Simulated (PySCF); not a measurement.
C2H8BNO2, SMILES COCB(N)O.

Coordinates come from a B3LYP-D3(BJ)/def2-SVP optimisation. The structure was generated by enumeration, and PubChem lists no compound with its InChIKey, so it may never have been made. The values are those of a single conformer.

Computed with PySCF 2.14.0 with B3LYP-D3(BJ)/def2-SVP.

No scaling factor is applied to the harmonic values.

Computed normal modes with their intensities:
| mode | ν (cm⁻¹) | IR (km/mol) | moving atoms (share of kinetic energy) |
|---|---|---|---|
| 1 | 69 | 2.8 | O 41 %, H 41 %, N 11 % |
| 2 | 102 | 0.6 | C 49 %, H 28 %, O 23 % |
| 3 | 161 | 1.5 | N 29 %, C 27 %, H 24 %, O 17 % |
| 4 | 242 | 1.8 | H 85 %, O 11 % |
| 5 | 333 | 2.7 | O 33 %, H 27 %, C 23 %, N 16 % |
| 6 | 394 | 11.9 | O 48 %, H 21 %, C 13 %, N 11 % |
| 7 | 415 | 25.9 | H 76 %, B 11 % |
| 8 | 436 | 125.6 | H 89 % |
| 9 | 469 | 5.4 | O 30 %, H 29 %, C 21 %, B 17 % |
| 10 | 493 | 143.7 | H 47 %, B 30 %, N 15 % |
| 11 | 623 | 1.3 | H 89 %, B 9 % |
| 12 | 796 | 2.2 | C 40 %, H 28 %, N 21 %, O 9 % |
| 13 | 899 | 9.5 | H 58 %, N 23 %, O 19 % |
| 14 | 902 | 5.2 | H 47 %, C 25 %, B 25 % |
| 15 | 993 | 27.4 | H 40 %, C 35 %, O 20 % |
| 16 | 1019 | 120.9 | H 59 %, C 19 %, O 16 % |
| 17 | 1177 | 2.2 | H 77 %, C 19 % |
| 18 | 1183 | 92.9 | O 35 %, C 33 %, H 32 % |
| 19 | 1218 | 192.4 | H 38 %, C 29 %, O 28 % |
| 20 | 1247 | 7.1 | H 89 % |
| 21 | 1272 | 98.2 | H 47 %, B 27 %, O 16 % |
| 22 | 1402 | 55.6 | H 38 %, B 31 %, C 25 % |
| 23 | 1438 | 88.6 | B 49 %, H 40 % |
| 24 | 1453 | 30.6 | H 91 % |
| 25 | 1457 | 5.5 | H 96 % |
| 26 | 1469 | 3.8 | H 92 % |
| 27 | 1498 | 3.0 | H 88 %, C 9 % |
| 28 | 1591 | 264.1 | H 49 %, B 25 %, N 24 % |
| 29 | 2915 | 54.2 | H 95 % |
| 30 | 2940 | 74.4 | H 91 %, C 9 % |
| 31 | 2952 | 73.6 | H 97 % |
| 32 | 3002 | 69.0 | H 90 %, C 10 % |
| 33 | 3111 | 30.9 | H 91 %, C 9 % |
| 34 | 3603 | 36.8 | H 96 % |
| 35 | 3715 | 44.6 | H 91 %, N 9 % |
| 36 | 3880 | 56.8 | H 94 % |
